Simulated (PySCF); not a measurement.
An unknown is described by computed data only.

Elements present: C, Ge, H, P and S. Monoisotopic mass: 231.8586 u.

| Property | Result |
| --- | --- |
| Valence photoelectron | vertical ionisation energy: 8.93 eV [ΔSCF CAM-B3LYP/def2-SVPD] |
| Triplet | lowest triplet excitation (Tamm–Dancoff): 5.05 eV [TDA CAM-B3LYP/def2-SVPD] |
| NMR, other nuclei | isotropic shieldings of nuclei other than C and H, by class: 543 (1 P), 708 (1 S), 1326 (1 Ge), 1342 (1 Ge) ppm [GIAO PBE/pcSseg-1] |
| UV, strongest line | among the 10 lowest singlet transitions: S7 at 6.73 eV (184 nm, f = 0.253) [TDDFT CAM-B3LYP/def2-SVPD] |
| Dipole | 1.60 D [CAM-B3LYP/def2-SVPD] |
| Rotational structure | rotational constants A, B, C: 3.692, 0.518, 0.485 GHz [PBE0-D3(BJ)/def2-SVP] |
| Polarisability | 127.9 au [CAM-B3LYP/def2-SVPD] |
| 1H NMR | chemical shifts (computed TMS as zero) by class: 5.17 (2 H), 5.02 (2 H), 2.17 (2 H), 0.57 (3 H) ppm [GIAO PBE/pcSseg-1] |
| 13C NMR | chemical shifts (computed TMS as zero) by class: 0.6 (1 C) ppm [GIAO PBE/pcSseg-1] |
| UV, first state | lowest singlet excitation: 5.51 eV (225 nm, f = 0.008) [TDDFT CAM-B3LYP/def2-SVPD] |

Gas-phase values; electronic properties from PySCF, density fitting. Levels stand in brackets. Geometry: PBE0-D3(BJ)/def2-SVP, one conformer, isolated molecule. Relativistic effects, spin–orbit coupling among them, are left out although an element past zinc is present. NMR classes are plain means over equivalent atoms (diastereotopic ones count apart unless rotation or inversion swaps them), as if these changed places fast.

Q: Which formula fits the mass and the elements?

A: CH9Ge2PS (calculated 231.8586). No other formula that holds each of these elements comes within 0.0003 u with a fitting electron parity and a possible valence count.

Q: Give a SMILES that accounts for the data.

A: Numbering: `[CH3:1][GeH2:2][S:3][GeH2:4][PH2:5]`. The one carbon: sp3 carbon bound to germanium [C1] (0.6 ppm). Hydrogen classes from least to most shielded: 2 H on a germanium bonded to P, S and 2 H, Ge4 (5.17 ppm), 2 H on a germanium bonded to C, S and 2 H, Ge2 (5.02 ppm), 2 H on a three-coordinate phosphorus, P5 (2.17 ppm), 3 H on an sp3 carbon bound to germanium, C1 (0.57 ppm, a mean of values up to 0.5 ppm apart in this geometry). The other shieldings belong to: 543 ppm, three-coordinate phosphorus [P5]; 708 ppm, sulfur bonded to 2 Ge [S3]; 1326 ppm, germanium bonded to C, S and 2 H [Ge2]; 1342 ppm, germanium bonded to P, S and 2 H [Ge4]. The first electron is taken from the HOMO, whose largest Löwdin shares are 0.69 on the sulfur bonded to 2 Ge, 0.09 on the germanium bonded to P, S and 2 H, 0.07 on the germanium bonded to C, S and 2 H and 0.04 on the sp3 carbon bound to germanium. The optimised geometry has point group C1 and is an asymmetric top. Structure: `[GeH2]([S][GeH2][CH3])[PH2]`. The assignments are read from this structure; whether some other isomer fits the data as well wasn't checked. NMR values of atoms bound to Ge lack the spin–orbit term that these neighbours bring.

Shape of the structure used: `[CH3:1][GeH2:2][S:3][GeH2:4][PH2:5]`: C1–Ge2–S3–Ge4 -70°, Ge2–S3–Ge4–P5 -172°, H–P5–Ge4–S3 45°, H–P5–Ge4–S3 -49°.
